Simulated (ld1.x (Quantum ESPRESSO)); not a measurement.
## magnesium (Mg): excitation energies, all-electron against TM

ld1.x (Quantum ESPRESSO) 7.5 input, shortened:

```
&input
   title='Mg', zed=12., rel=1, dft='PBESOL', iswitch=3,
   config='[Ne] 3s1.5 3p0'
 /
 &inputp
   pseudotype=2, tm=.true., lloc=1,
   nlcc=.true., rcore=0.95
 /
2
3S  1  0   1.50   0.00  1.60  1.60  0.0
3P  2  1   0.00   0.00  2.90  2.90  0.0
 &test
   configts(1)='3s1.5 3p0'
 /
```

Energies are relative to the spin-unpolarised reference configuration 3s1.5 3p0; without spin polarisation the order of configurations can differ from experiment.

```
valence configuration  charge  ΔE all-electron (eV)  error AE − PS (meV)
              3s2 3p0       0                -3.129                 -0.5
              3s1 3p0      +1                 4.792                 -1.4
              3s1 3p1       0                 0.345                 -2.0
              3s0 3p1      +1                 9.101                  -16
```

Task: What are ΔE and the potential's error for 3s0 3p2?

Result: ΔE = 3.997 eV all-electron; the error (AE − PS) is -16 meV.
